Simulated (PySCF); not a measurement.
C4H7FSi, SMILES C#CC[Si@@H](C)F.

Coordinates come from a PBE0-D3(BJ)/def2-SVP optimisation. The structure was generated by enumeration; whether it is a known compound was not checked. One conformer was computed; it need not be the lowest.

These are PBE0-D3(BJ)/def2-SVP (PySCF) values and carry that method's errors.

Frequencies are harmonic and unscaled.

Computed vibrational spectrum:
| mode | ν (cm⁻¹) | IR (km/mol) | moving atoms (share of kinetic energy) |
|---|---|---|---|
| 1 | 55 | 1.0 | C 47 %, F 31 %, H 22 % |
| 2 | 106 | 0.0 | C 73 %, H 19 % |
| 3 | 151 | 0.1 | H 96 % |
| 4 | 197 | 0.6 | C 39 %, H 34 %, F 16 %, Si 11 % |
| 5 | 238 | 6.8 | F 43 %, C 24 %, H 20 %, Si 12 % |
| 6 | 293 | 10.3 | Si 34 %, C 32 %, H 21 %, F 13 % |
| 7 | 349 | 9.3 | C 64 %, H 36 % |
| 8 | 471 | 34.2 | C 62 %, Si 22 %, H 15 % |
| 9 | 627 | 5.2 | H 45 %, C 43 %, Si 10 % |
| 10 | 672 | 32.8 | H 69 %, C 27 % |
| 11 | 674 | 19.7 | H 65 %, C 30 % |
| 12 | 684 | 5.1 | H 55 %, C 41 % |
| 13 | 704 | 36.6 | H 78 %, C 22 % |
| 14 | 758 | 8.7 | H 73 %, C 22 % |
| 15 | 796 | 60.4 | H 38 %, C 32 %, Si 26 % |
| 16 | 844 | 16.3 | H 51 %, F 35 %, Si 10 % |
| 17 | 897 | 202.8 | H 71 %, Si 16 %, C 12 % |
| 18 | 943 | 201.7 | Si 38 %, H 36 %, F 19 % |
| 19 | 992 | 3.7 | C 65 %, H 35 % |
| 20 | 1145 | 7.6 | H 88 %, C 11 % |
| 21 | 1187 | 30.6 | H 53 %, C 46 % |
| 22 | 1269 | 46.9 | H 76 %, C 23 % |
| 23 | 1399 | 9.2 | H 90 %, C 10 % |
| 24 | 1422 | 4.2 | H 96 % |
| 25 | 1426 | 6.4 | H 96 % |
| 26 | 2241 | 68.4 | C 80 %, H 20 % |
| 27 | 2245 | 118.2 | H 86 %, C 11 % |
| 28 | 3053 | 6.3 | H 95 % |
| 29 | 3061 | 0.4 | H 97 % |
| 30 | 3112 | 0.0 | H 91 %, C 9 % |
| 31 | 3166 | 1.1 | H 91 %, C 9 % |
| 32 | 3176 | 0.3 | H 91 %, C 9 % |
| 33 | 3491 | 82.8 | H 86 %, C 14 % |
